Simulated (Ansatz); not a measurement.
```xyz
11

C    -1.150   -0.779   -0.768
C    -0.843    0.597   -0.280
Cl   -2.171    1.715   -0.676
N     0.143    1.039    0.323
Si    1.611    0.330    0.891
H    -0.335   -1.462   -0.529
H    -2.076   -1.134   -0.310
H    -1.312   -0.760   -1.848
H     2.730    1.058    0.247
H     1.748   -1.126    0.591
H     1.655    0.522    2.360
```

Total charge 0; spin multiplicity 1.

(1) List the PBE0/def2-TZVPP orbital energies in eV (Ansatz 0.2.0). (An estimate is asked.)

Results:

(1) Computed: Occupied: -2767.43, -1802.99, -391.32, -281.57, -278.85, -259.26, -197.58, -197.39, -197.36, -145.29, -99.97, -99.93, -99.93, -26.47, -23.24, -21.08, -16.92, -14.57, -13.33, -12.97, -12.79, -11.38, -10.81, -10.00, -9.82, -8.89, -8.51, -7.62. Lowest empty: -0.90, 0.34, 1.02, 1.49, 1.50, 1.64, 2.01, 3.20.
